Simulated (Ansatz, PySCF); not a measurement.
Breaking the Al1–H2 bond in AlF2H (SMILES [F][AlH][F]) (multiplicity 1 held, fragments rigid). Energies count from the point at 1.553 Å.
Geometry at that point (charge 0, multiplicity 1):
```xyz
4

Al    -0.2974    -0.2000    -0.2345
H     -1.3759    -0.9255    -1.0852
F     -0.2200     1.4416    -0.1846
F      0.8024    -1.0499     0.6440
```

Restricted levels (R-, RO-) in cc, def2 and unpolarised 6-31G sets keep to the state of the molecule at rest. U- levels take the lowest unrestricted solution at each point, which mixes spins at long bonds. Active spaces are followed from a long bond inwards. Levels need not reach the same state.

Cores are frozen in the correlated methods. Rows in 6-31G* carry no dispersion term and start afresh at each structure (6-31G* with six Cartesian d functions).

Run with Ansatz (a quantum-chemistry and plane-wave program) with Gaussian orbitals; PySCF for 6-31G* rows. Values without a source in brackets are computed.

**Question.** What energy at R = 4.971 Å does R-r2SCAN/cc-pV(T+d)Z give?

**Answer.** 5.35 eV

**Question.** Give the energy at R = 4.971 Å at the level U-HF/6-31G*.

**Answer.** 3.02 eV

**Question.** Estimate the energy at R = 4.971 Å that FIC-NEVPT4(SD) on CASSCF(2,2)/cc-pV(T+d)Z returns for this input.

**Answer.** 3.82 eV

Doubts at one or more of the structures used: a spin-contaminated determinant (U-HF/6-31G*); a restricted determinant that unrestricted orbitals would lower (R-r2SCAN/cc-pV(T+d)Z).
